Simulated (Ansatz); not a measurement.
Computed with Ansatz on PBE0-D4/def2-TZVP structures; ΔE is electronic, products minus reactants. CBS: MP2 limit from def2 TZ/QZ plus the TZ coupled-cluster correction, frozen cores. Functionals use def2-TZVPP. def2 core potentials past Kr. For Ge, Sn outer-core shells are correlated without core-valence functions, which leaves a few kJ/mol of doubt a bond. Scalar relativity is left out up to krypton. One conformer a species, not always the lowest.

Reaction (formal exchange of groups at the Sn–C bond): `C[O][Sn]([F])([F])[c]1ccccc1` + `[GeH3][c]1ccccc1` → `C[O][Sn]([F])([F])[GeH3]` + `c1ccc(-c2ccccc2)cc1`

Problem. Is it downhill or uphill in electronic energy at CCSD(T)/CBS, and by how much? (Best estimate.)

Solution. Computed: Downhill: ΔE = -15.2 kcal/mol.

Problem. What do these levels give: r2SCAN-D4, CAM-B3LYP-D4, revPBE, LC-ωPBE, CCSD/def2-TZVPP, CCSD(T)/def2-TZVPP? (Best estimate.)

Solution. Computed: r2SCAN-D4 -18.6, CAM-B3LYP-D4 -17.9, revPBE -18.0, LC-ωPBE -16.6, CCSD/def2-TZVPP -14.0, CCSD(T)/def2-TZVPP -13.7 kcal/mol.

Largest T1 diagnostic among the species: 0.014.

In def2-TZVPP, CCSD(T) changes the Hartree–Fock value by +1.9 kcal/mol (the triples alone add +0.3 kcal/mol) and MP2 by +1.3 kcal/mol. Leaving LDA and LC-ωPBE aside and taking each functional with its dispersion term where it has one, the values, not all of them listed here, spread over 2.7 kcal/mol, from PBE-D4 to ωB97X-V. LDA lies −2.8 kcal/mol from PBE without D4. At CCSD(T), def2-SVP lies −2.6 kcal/mol from the extrapolated value and def2-TZVPP +1.5 kcal/mol.
